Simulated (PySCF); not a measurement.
# Two-component Hartree-Fock for Sb(16+) (antimony, charge +16)

Start: [Ar] 3d10 4s2 4p5; 4p1/2 filled at m_j = -1/2, +1/2; 4p3/2 filled at m_j = -1/2, +1/2, +3/2. Calculated with PySCF 2.14 in an even-tempered Gaussian basis (18 s from 0.84 bohr⁻², ratio 2.8; 14 p from 1.1 bohr⁻², ratio 2.8; 9 d from 1.9 bohr⁻², ratio 2.8; 4 f from 7.3 bohr⁻², ratio 3): generalised Hartree-Fock with the X2C-1e Hamiltonian and a Gaussian nucleus; spin-orbit coupling (SO) screened by Boettger's factors.

| spinor shell | electrons | ε, screened SO (eV) | weight of nominal j (screened SO) | rms radius, screened SO (bohr) |
| --- | --- | --- | --- | --- |
| 1s1/2 | 2 | -31044.9 | 1.000 | 0.0325 |
| 2s1/2 | 2 | -5159.6 | 1.000 | 0.133 |
| 2p1/2 | 2 | -4842.5 | 1.000 | 0.115 |
| 2p3/2 | 4 | -4587.5 | 1.000 | 0.120 |
| 3s1/2 | 2 | -1358.2 | 1.000 | 0.350 |
| 3p1/2 | 2 | -1228.0 | 1.000 | 0.342 |
| 3p3/2 | 4 | -1178.1 | 1.000 | 0.354 |
| 3d3/2 | 4 | -950.59 | 0.999 | 0.325 |
| 3d5/2 | 6 | -940.26 | 0.999 | 0.329 |
| 4s1/2 | 2 | -511.71 | 1.000 | 0.771 |
| 4p1/2 | 2 | -460.25 | 0.987 | 0.794 |
| 4p3/2 | 3 | -448.76 | 0.991 | 0.814 |

```csv
quantity,screened SO
E (hartree),-6382.90495
M_J,3/2
⟨J²⟩,3.753
⟨L²⟩,2.016
⟨S²⟩,0.765
```

Each row is a mean over spinors that exchange with the open shell spreads, by up to 7.530 eV (4s1/2).

Breit and QED terms are absent; they matter most for the inner s and p1/2 levels.

Densities and radii are taken from the X2C orbitals without a picture-change correction, which distorts them close to the nucleus.
